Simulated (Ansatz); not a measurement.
Consider the redistribution: `[OH][Sc]([OH])[F]` + `C[O][Ge]([CH3])([Cl])[Se]C` → `C[O][Sc]([OH])[OH]` + `C[Se][Ge]([CH3])([F])[Cl]`.

Computed with Ansatz on PBE0-D4/def2-TZVP structures; ΔE is electronic, products minus reactants. CCSD(T)/CBS is the MP2 limit (def2-TZVPP, def2-QZVPP) plus CCSD(T) − MP2 in def2-TZVPP, frozen cores. Functionals use def2-TZVPP. B3LYP here is the variant with VWN-RPA as its local correlation; programs differ in this. HSE06 is defined as in plane-wave codes. For Ge, Sc, Se outer-core shells are correlated without core-valence functions, which leaves a few kJ/mol of doubt a bond. Scalar relativity is left out up to krypton. Each species was taken in one conformer, which may not be the lowest.

```json
{"level": "B3LYP-D4", "ΔE (kJ/mol)": "30.4"}
{"level": "CAM-B3LYP-D4", "ΔE (kJ/mol)": "29.9"}
{"level": "ωB97M-V", "ΔE (kJ/mol)": "32.2"}
{"level": "HSE06", "ΔE (kJ/mol)": "27.3"}
{"level": "BHLYP", "ΔE (kJ/mol)": "23.9"}
{"level": "RPA@PBE/def2-TZVPP", "ΔE (kJ/mol)": "31.6"}
{"level": "CCSD/def2-SVP", "ΔE (kJ/mol)": "23.5"}
{"level": "HF/CBS(def2)", "ΔE (kJ/mol)": "21.5"}
```

Question: What does CCSD(T)/CBS give? (An estimate is asked.)

Answer: The calculation gave: +29.1 kJ/mol. The listed levels differ from it by 1.3, 0.8, 3.1, -1.8, -5.2, 2.5, -5.6, -7.6 kJ/mol.

Largest T1 diagnostic among the species: 0.016.

At CCSD(T), def2-SVP lies −4.7 kJ/mol from the extrapolated value and def2-TZVPP +3.2 kJ/mol. Leaving LDA and LC-ωPBE aside and taking each functional with its dispersion term where it has one, the values, not all of them listed here, spread over 8.0 kJ/mol, from B2PLYP to revPBE-D4. LDA lies +3.0 kJ/mol from PBE without D4. The D4 term adds +7.8 kJ/mol with B3LYP and +4.5 kJ/mol with PBE0; it sums over pairs of atoms, weighted by their polarisabilities, and B3LYP, whose exchange is more repulsive, gets the larger term.
